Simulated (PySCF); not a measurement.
**Spinor energies of Au³⁺ (gold, charge +3)**

Start: [Xe] 4f14 5d8; 5d3/2 filled at m_j = -3/2, -1/2, +1/2, +3/2; 5d5/2 filled at m_j = -1/2, +1/2, +3/2, +5/2. Calculated with PySCF 2.14 in x2c-QZVPPall-2c (16s16p12d7f2g, 191 functions): generalised Hartree-Fock with the X2C-1e Hamiltonian and a Gaussian nucleus; one run each with spin-orbit coupling (SO) switched off, then screened by Boettger's factors.

| spinor shell | electrons | ε, spin-free (eV) | ε, screened SO (eV) | weight of nominal j (screened SO) | rms radius, screened SO (bohr) |
| --- | --- | --- | --- | --- | --- |
| 1s1/2 | 2 | -81214.5 | -81183.4 | 1.000 | 0.0190 |
| 2s1/2 | 2 | -14512.5 | -14502.6 | 1.000 | 0.0768 |
| 2p1/2 | 2 | -12563.3 | -13885.8 | 1.000 | 0.0651 |
| 2p3/2 | 4 | -12563.3 | -12044.1 | 1.000 | 0.0731 |
| 3s1/2 | 2 | -3522.3 | -3519.0 | 1.000 | 0.196 |
| 3p1/2 | 2 | -2947.7 | -3242.4 | 1.000 | 0.188 |
| 3d3/2 | 4 | -2324.3 | -2376.0 | 1.000 | 0.179 |
| 3d5/2 | 6 | -2324.3 | -2287.4 | 1.000 | 0.183 |
| 4s1/2 | 2 | -830.09 | -828.99 | 1.000 | 0.433 |
| 4p1/2 | 2 | -638.47 | -709.97 | 1.000 | 0.437 |
| 4p3/2 | 4 | -638.47 | -609.50 | 1.000 | 0.471 |
| 4d3/2 | 4 | -403.31 | -414.51 | 1.000 | 0.485 |
| 4d5/2 | 6 | -403.31 | -394.95 | 1.000 | 0.497 |
| 5s1/2 | 2 | -163.92 | -163.62 | 1.000 | 0.994 |
| 4f5/2 | 6 | -140.42 | -142.26 | 0.999 | 0.541 |
| 4f7/2 | 8 | -140.42 | -138.08 | 0.999 | 0.547 |
| 5p1/2 | 2 | -110.18 | -123.66 | 0.996 | 1.07 |
| 5p3/2 | 4 | -110.18 | -104.52 | 0.998 | 1.16 |
| 5d3/2 | 4 | -47.612 | -48.757 | 0.905 | 1.50 |
| 5d5/2 | 4 | -47.612 | -46.530 | 0.922 | 1.55 |

Q: Where does 3p3/2 lie, and what is the 3p spin-orbit splitting (screened SO)?

A: At -2829.7 eV, 412.73 eV above 3p1/2.

```csv
quantity,spin-free,screened SO
E (hartree),-18995.50025,-19025.11715
M_J,4,4
⟨J²⟩,20.012,20.011
⟨L²⟩,12.009,12.503
⟨S²⟩,2.003,2.089
```

Each row is a mean over spinors that exchange with the open shell spreads, by up to 7.327 eV (5p3/2).

Breit and QED terms are absent; they matter most for the inner s and p1/2 levels.

Densities and radii are taken from the X2C orbitals without a picture-change correction, which distorts them close to the nucleus.

Without spin-orbit coupling the j labels of p, d and f shells carry no meaning; the spin-free column gives the mean over the occupied spinors of each nl shell.
